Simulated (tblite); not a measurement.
Species: C5H10OS2.
Numbering: `[CH3:1][O:2][C@@H:3]1[CH2:4][CH2:5][S:6][CH2:7][S:8]1` (hydrogens: H9, H10, H11 on C1; H12 on C3; H13, H14 on C4; H15, H16 on C5; H17, H18 on C7)

Computed with GFN2-xTB (tblite), gas phase: Langevin dynamics at 400 K from the optimised GFN2-xTB geometry, time step 0.5 fs, friction 0.01 fs⁻¹, 2000 steps. Over the second half of the run the saved frames average 327 K.

The optimised geometry, where the run starts:
```
atom  x, y, z in Å
C1      2.287    0.295   -0.814
O2      1.072   -0.340   -0.489
C3      0.604   -0.067    0.787
C4     -0.479   -1.072    1.171
C5     -1.600   -1.157    0.146
S6     -2.643    0.337    0.141
C7     -1.351    1.512   -0.328
S8     -0.041    1.667    0.916
H9      2.196    1.383   -0.729
H10     3.093   -0.046   -0.155
H11     2.511    0.022   -1.842
H12     1.415   -0.088    1.528
H13    -0.009   -2.055    1.252
H14    -0.882   -0.793    2.146
H15    -1.195   -1.293   -0.857
H16    -2.274   -1.978    0.384
H17    -1.813    2.489   -0.431
H18    -0.898    1.190   -1.264
```

t = 75 fs, T = 225 K, E(pot) 0.518 eV above the start
```
atom  x, y, z in Å  |  force x, y, z in eV/Å
C1      2.365    0.168   -0.427    1.017   0.118  -0.035
O2      1.139   -0.412   -0.250   -1.341  -1.185   0.324
C3      0.485   -0.098    0.938   -0.274  -0.640  -0.872
C4     -0.651   -1.104    1.108    1.193  -0.546  -1.025
C5     -1.631   -1.109   -0.077    1.264  -1.137   0.419
S6     -2.715    0.314   -0.031   -0.485   0.115  -0.217
C7     -1.434    1.488   -0.452    1.250  -0.266  -0.538
S8     -0.163    1.616    0.873    0.069   0.336   0.204
H9      2.209    0.992   -1.087    0.344   1.028  -0.623
H10     2.727    0.554    0.543    0.469  -0.356  -0.486
H11     3.013   -0.573   -0.946   -0.089   0.461   0.669
H12     1.170   -0.215    1.781    0.025   0.521   0.226
H13    -0.142   -2.103    1.209   -0.639   0.695  -0.122
H14    -1.127   -0.838    2.001   -0.951   0.078   1.346
H15    -1.028   -1.236   -0.997   -0.467   0.538   0.143
H16    -2.179   -2.034    0.043   -0.715   0.043  -0.122
H17    -1.747    2.530   -0.554   -0.320  -0.441  -0.130
H18    -0.943    1.086   -1.386   -0.348   0.638   0.840
```

t = 150 fs, T = 291 K, E(pot) 0.704 eV above the start
```
atom  x, y, z in Å  |  force x, y, z in eV/Å
C1      2.425    0.210   -0.110   -0.631  -0.716  -0.994
O2      1.243   -0.595   -0.034   -0.274   0.120  -0.622
C3      0.425   -0.258    1.029    0.012  -0.131   0.092
C4     -0.713   -1.277    1.156   -0.659   0.247  -0.429
C5     -1.639   -1.381   -0.086   -0.767   0.248   0.516
S6     -2.639    0.240   -0.205   -0.406  -1.530   0.075
C7     -1.349    1.403   -0.465    0.577   1.222   0.854
S8     -0.135    1.458    0.913   -0.550   0.886   0.530
H9      2.126    1.257    0.168    0.816  -0.794  -0.408
H10     3.085   -0.305    0.575    0.749   0.614   0.275
H11     2.795    0.063   -1.177   -0.403   0.574   1.340
H12     1.018   -0.171    1.961   -0.172  -0.452   0.029
H13    -0.217   -2.207    1.321    0.257  -0.920  -0.040
H14    -1.309   -1.072    2.046   -0.033   0.228  -0.030
H15    -1.028   -1.410   -0.993   -0.300  -0.270   0.138
H16    -2.436   -2.250   -0.033    1.684   1.778  -0.030
H17    -1.774    2.452   -0.415    0.380  -1.240  -0.552
H18    -0.705    1.166   -1.292   -0.282   0.137  -0.743
```

t = 250 fs, T = 347 K, E(pot) 1.007 eV above the start
```
atom  x, y, z in Å  |  force x, y, z in eV/Å
C1      2.565   -0.185   -0.094   -2.873   0.618   0.349
O2      1.114   -0.456   -0.074    0.672  -0.707  -2.104
C3      0.402   -0.297    1.064    0.268  -0.282   1.117
C4     -0.740   -1.307    1.169   -1.043   1.043   0.496
C5     -1.537   -1.434   -0.086   -2.068  -0.749  -1.286
S6     -2.500    0.127   -0.598    0.118  -0.876   0.971
C7     -1.103    1.285   -0.485   -1.950   1.137   2.065
S8     -0.321    1.401    1.212   -0.102  -0.067  -0.892
H9      2.552    0.793    0.403    1.129   0.057  -0.669
H10     3.017   -0.928    0.497    0.832  -0.839   0.881
H11     2.844   -0.330   -1.137    0.038   0.686   0.243
H12     1.075   -0.516    1.896   -0.081   0.600   0.669
H13    -0.325   -2.246    1.440    0.378  -1.011   0.053
H14    -1.467   -1.032    1.994    0.920   0.047  -0.693
H15    -1.006   -1.774   -1.009   -0.105   0.352   0.919
H16    -2.388   -2.175    0.116    1.028   0.878  -0.428
H17    -1.509    2.296   -0.709    0.696  -0.850  -0.180
H18    -0.482    0.749   -1.098    2.143  -0.038  -1.512
```

t = 300 fs, T = 399 K, E(pot) 0.777 eV above the start
```
atom  x, y, z in Å  |  force x, y, z in eV/Å
C1      2.635   -0.215    0.190   -0.140  -1.722  -0.354
O2      1.302   -0.637    0.002   -0.109  -0.107   0.114
C3      0.527   -0.453    1.110   -1.113  -0.157   0.327
C4     -0.692   -1.445    1.139    0.979  -1.194   0.166
C5     -1.460   -1.538   -0.164    1.067   1.735  -0.973
S6     -2.245    0.115   -0.698   -0.106  -1.076   0.292
C7     -1.012    1.392   -0.424    2.077  -2.154   0.587
S8     -0.231    1.313    1.249    0.001  -0.362   0.243
H9      2.650    0.825    0.281    0.330   1.793  -0.096
H10     3.071   -0.641    1.109   -0.067  -0.132  -0.279
H11     3.123   -0.606   -0.705    0.360   0.333   0.192
H12     1.174   -0.503    2.019   -0.804  -0.086  -0.219
H13    -0.318   -2.550    1.346   -0.546   2.091  -0.072
H14    -1.338   -1.073    1.923   -0.144  -0.303   0.387
H15    -0.741   -1.761   -0.963   -0.218  -0.064   0.043
H16    -2.289   -2.211   -0.216   -0.286  -0.322   0.372
H17    -1.569    2.261   -0.593   -0.089   1.378  -0.129
H18    -0.051    1.215   -0.965   -1.192   0.347  -0.600
```

t = 325 fs, T = 517 K, E(pot) 0.627 eV above the start
```
atom  x, y, z in Å  |  force x, y, z in eV/Å
C1      2.671   -0.192    0.272   -0.037  -0.779   0.950
O2      1.389   -0.797    0.172    0.466   0.594   0.483
C3      0.490   -0.486    1.218    2.502   0.265   0.052
C4     -0.663   -1.357    1.041   -1.331  -1.923   2.199
C5     -1.216   -1.426   -0.313   -0.524  -0.076  -1.046
S6     -2.150    0.042   -0.734    0.260   1.154  -0.080
C7     -0.849    1.275   -0.395    0.453  -1.007   0.997
S8     -0.102    1.217    1.307   -0.340   0.769  -0.226
H9      2.560    0.868    0.304   -0.036   1.010   0.248
H10     3.255   -0.529    1.193   -0.738   0.201  -1.010
H11     3.198   -0.431   -0.633    0.275  -0.387  -0.271
H12     1.006   -0.603    2.207   -0.347  -0.135  -0.482
H13    -0.381   -2.393    1.374   -0.343   0.684  -0.167
H14    -1.452   -0.946    1.683   -0.034  -0.479   0.347
H15    -0.438   -1.611   -1.020    0.409  -0.114  -0.740
H16    -2.005   -2.147   -0.397   -0.138  -0.892   0.036
H17    -1.347    2.216   -0.410    0.185   0.693  -0.576
H18     0.075    1.065   -0.938   -0.682   0.421  -0.715
```

t = 400 fs, T = 352 K, E(pot) 0.394 eV above the start
```
atom  x, y, z in Å  |  force x, y, z in eV/Å
C1      2.799   -0.224    0.684    0.940   0.843  -1.409
O2      1.654   -0.960    0.368    0.378  -0.019  -0.534
C3      0.639   -0.820    1.266   -0.721   0.127   0.184
C4     -0.541   -1.719    0.887    1.258  -0.896   1.646
C5     -1.004   -1.532   -0.498   -1.925  -0.030  -0.337
S6     -1.910    0.089   -0.683   -0.061  -0.843  -0.367
C7     -0.618    1.270   -0.268    0.855  -1.353  -0.428
S8     -0.028    0.932    1.434    0.383   0.369  -0.096
H9      2.653    0.859    0.476   -0.048  -0.406   0.086
H10     3.122   -0.318    1.687   -0.021  -0.230   1.375
H11     3.673   -0.555    0.078   -0.835  -0.038  -0.019
H12     0.981   -1.089    2.277   -0.119   0.379   0.145
H13    -0.183   -2.762    1.067   -0.146   0.383  -0.461
H14    -1.309   -1.580    1.646   -0.296   0.265  -0.197
H15    -0.235   -1.621   -1.232    0.515   0.134  -0.404
H16    -1.786   -2.302   -0.676    0.313   0.541  -0.252
H17    -1.085    2.209   -0.408   -0.321   1.021   0.543
H18     0.200    1.214   -1.012   -0.149  -0.245   0.526
```

t = 450 fs
```
atom  x, y, z in Å
C1      2.830   -0.335    0.896
O2      1.694   -1.068    0.510
C3      0.652   -0.900    1.335
C4     -0.608   -1.796    0.793
C5     -1.130   -1.478   -0.611
S6     -2.000    0.145   -0.640
C7     -0.560    1.090   -0.156
S8      0.069    0.787    1.618
H9      2.702    0.749    0.996
H10     3.021   -0.772    1.953
H11     3.700   -0.580    0.317
H12     0.964   -1.334    2.333
H13    -0.354   -2.825    0.835
H14    -1.417   -1.643    1.496
H15    -0.442   -1.420   -1.459
H16    -1.816   -2.275   -0.888
H17    -0.719    2.182   -0.291
H18     0.206    0.701   -0.819
```

**Question.** Estimate the potential energy and the forces of this last frame.

**Answer.** 0.727 eV above the start.

```csv
atom,Fx (eV/Å),Fy (eV/Å),Fz (eV/Å)
C1,0.280,-1.102,2.570
O2,0.861,0.766,-2.275
C3,-2.195,-2.290,0.556
C4,1.185,1.742,0.101
C5,-0.044,0.171,-0.029
S6,-0.327,-0.255,0.324
C7,0.411,0.343,0.500
S8,-0.521,0.606,-1.048
H9,-0.242,-0.254,-0.222
H10,0.299,0.982,-0.885
H11,-0.036,-0.122,-0.593
H12,-0.650,0.571,-0.189
H13,0.600,-0.894,-0.007
H14,-0.202,0.199,0.180
H15,0.550,-0.061,0.545
H16,-0.450,0.184,0.105
H17,0.032,-0.916,0.248
H18,0.450,0.328,0.120
```

The bond farthest from its length at the start is C3–C4 (1.638 against 1.526 Å), and half the difference of its two atoms' forces along it is -2.33 eV/Å (positive lengthens). The largest atomic force is 3.22 eV/Å.

What follows is the cost of the whole dynamics run. On one thread, Arm Neoverse V1 (aarch64), no GPU, shared host with 32 logical CPUs at a one-minute load of 15, this took 16 s wall and 0.18 GiB of memory at its peak.
